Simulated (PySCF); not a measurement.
Spectrum to structure. Method: PySCF, TDDFT CAM-B3LYP/def2-SVPD, vertical, gas phase, core orbitals frozen in the response. Geometries: GFN2-xTB, one conformer each.

```tsv
state	E (eV)	f
S1	5.58	0.0010
S2	6.30	0.0000
S3	6.59	0.058
S4	6.85	0.145
S5	6.98	0.084
S6	7.06	0.024
S7	7.06	0.018
S8	7.27	0.010
```

Problem. Which structure fits?
A. `C1[SiH2][SiH2][SiH2][SiH2]1`
B. `CC=C(C)C`
C. `[H]/P=C(/F)[SiH3]`

Solution. A. Its S1 lies at 5.58 eV; the nearest of the others has S1 at 6.44 eV. S1 is HOMO→LUMO (97%). Löwdin shares by element: HOMO silicon 79% (atoms not listed hold the other 21%); LUMO silicon 69% (atoms not listed hold the other 31%). At the same level the other candidates give, for their lowest levels:
- `CC=C(C)C`: 6.44 eV (f 0.000); 7.26 eV (f 0.525); 7.33 eV (f 0.000); 7.40 eV (f 0.008); 8.17 eV (f 0.009); T1 4.43 eV; HOMO -7.97, LUMO 1.38 eV
- `[H]/P=C(/F)[SiH3]`: 4.67 eV (f 0.005); 5.20 eV (f 0.247); 6.14 eV (f 0.007); 6.37 eV (f 0.003); 7.30 eV (f 0.117 summed over 2 states); T1 2.58 eV; HOMO -8.77, LUMO -0.91 eV
Triplets come from the Tamm–Dancoff approximation.
